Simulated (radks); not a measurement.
Results of a calculation; reference values are marked as such.
Ionisation of Cs3+, [Kr] 4d10 5s2 5p4, to Cs4+, [Kr] 4d10 5s2 5p3, under several functionals. Dirac Kohn-Sham, spin-unpolarised, spherical densities, finite nucleus; open shells fill j = l - 1/2 first; a radial shooting solver on a logarithmic mesh with Libxc functionals.

LDA (Slater exchange, VWN5 correlation): E(Cs3+) (hartree) -7781.6628; Exc (hartree) -185.5909; IE (eV) 44.634; -e(HOMO) (eV) 39.030; <r> HOMO (bohr) 1.937; IE error (eV) +1.634
LDA (Slater exchange, Perdew-Wang correlation): E(Cs3+) (hartree) -7781.6408; Exc (hartree) -185.5687; IE (eV) 44.630; -e(HOMO) (eV) 39.026; <r> HOMO (bohr) 1.937; IE error (eV) +1.630
exchange-only PBE: E(Cs3+) (hartree) -7784.9050; Exc (hartree) -188.8722; IE (eV) 43.220; -e(HOMO) (eV) 37.647; <r> HOMO (bohr) 1.954; IE error (eV) +0.220
OLYP: E(Cs3+) (hartree) -7790.7107; Exc (hartree) -194.8341; IE (eV) 44.360; -e(HOMO) (eV) 38.798; <r> HOMO (bohr) 1.936; IE error (eV) +1.360

NIST Atomic Spectra Database: 43 eV (theoretical). Closest: exchange-only PBE. The Delta-SCF values span 1.41 eV, the total energies 9.07 hartree. The highest occupied level is 5p3/2. Spin polarisation and multiplet splitting are left out, so open shells lie too high by an amount that depends on their filling.

Beside tabulated values, note that spin-unpolarised runs miss the spin-polarisation part of the exchange energy of open shells.
